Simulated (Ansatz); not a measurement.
Reaction (formal exchange of groups at the Si–N bond): `C=N[SiH](O)S` + `C=C(N)I` → `O[SiH](S)I` + `C=NC(=C)N`

Computed with Ansatz on PBE0-D4/def2-TZVP structures; ΔE is electronic, products minus reactants. CCSD(T)/CBS is the MP2 limit (def2-TZVPP, def2-QZVPP) plus CCSD(T) − MP2 in def2-TZVPP, frozen cores. def2 core potentials past Kr. For I outer-core shells are correlated without core-valence functions, which leaves a few kJ/mol of doubt a bond. Each species was taken in one conformer, which may not be the lowest.

`C=N[SiH](O)S`:

Z-matrix (Å, degrees):
```
Si
N 1 1.733
S 1 2.129 2 102.6
O 1 1.634 2 110.3 3 -121.4
H 1 1.483 2 114.4 3 121.2
C 2 1.257 1 124.8 3 -117.5
H 3 1.344 1 93.2 2 173.5
H 4 0.960 1 116.9 2 60.6
H 6 1.101 2 124.2 1 0.2
H 6 1.096 2 120.3 1 -179.8
```

`C=C(N)I`:

Cartesian coordinates in Å:
```
C -1.101 -0.441 0.296
C 0.171 -0.271 -0.048
N 0.771 0.894 -0.471
I 1.473 -1.915 -0.107
H -1.506 -1.416 0.518
H -1.767 0.415 0.344
H 1.740 1.008 -0.221
H 0.220 1.726 -0.312
```

`O[SiH](S)I`:

Z-matrix (Å, degrees):
```
Si
S 1 2.129
I 1 2.448 2 109.1
O 1 1.630 2 108.5 3 -122.9
H 1 1.473 2 113.9 3 119.8
H 2 1.343 1 94.2 3 -29.9
H 4 0.960 1 117.9 2 56.8
```

`C=NC(=C)N`:

Cartesian coordinates in Å:
```
C -0.252 0.579 1.746
N -0.059 1.011 0.577
C 0.042 0.087 -0.473
C -0.843 -0.905 -0.658
N 1.071 0.404 -1.336
H -0.379 1.295 2.557
H -0.301 -0.489 1.985
H -1.693 -1.007 0.000
H -0.781 -1.559 -1.518
H 1.362 -0.331 -1.958
H 1.832 0.915 -0.921
```

| species | CCSD(T)/CBS(def2) energy (Eh) |
| --- | --- |
| `C=N[SiH](O)S` | -857.86801 |
| `C=C(N)I` | -430.62665 |
| `O[SiH](S)I` | -1061.39561 |
| `C=NC(=C)N` | -227.12040 |

(1) Work out ΔE.

Largest T1 diagnostic among the species: 0.013.

Answers

(1) ΔE = (-1061.39561) + (-227.12040) − (-857.86801) − (-430.62665) = -0.02135 Eh = -56.1 kJ/mol.

In def2-TZVPP, CCSD(T) changes the Hartree–Fock value by +9.6 kJ/mol (the triples alone add +0.6 kJ/mol) and MP2 by +8.5 kJ/mol. From BLYP to BHLYP (50 % exact exchange), in def2-TZVPP and without D4, ΔE moves by −7.0 kJ/mol.
